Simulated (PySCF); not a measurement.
```xyz
3
charge 0 multiplicity 2, angstrom
Hf   -0.1935    0.0000   -0.2708
O    -1.6251    0.0000    0.7118
Cl    1.7393    0.0000    1.0689
```

Method: UPBE0 in PySCF with Hf def2-TZVP with ECP60, O def2-TZVP, Cl def2-TZVP; scalar-relativistic core potentials, no spin–orbit coupling; density-fitted integrals.

This geometry of HfOCl is a stationary point at this level.

What is the point group?

Cs.

Is it a minimum?

Yes: all harmonic wavenumbers are real.

List the harmonic modes with their infrared intensities.


```json
{"symmetry": "a'", "ω (cm⁻¹)": "171", "IR (km/mol)": "13.3"}
{"symmetry": "a'", "ω (cm⁻¹)": "368", "IR (km/mol)": "50.2"}
{"symmetry": "a'", "ω (cm⁻¹)": "965", "IR (km/mol)": "160"}
```

What is the atomisation energy, with and without zero-point energy?

1212 kJ/mol without, 1203 kJ/mol with.

Only a few start shapes were tried, so a lower isomer may exist. Other spin states or occupations of the open shell can lie lower. With an element this heavy the missing spin–orbit coupling can shift these numbers.
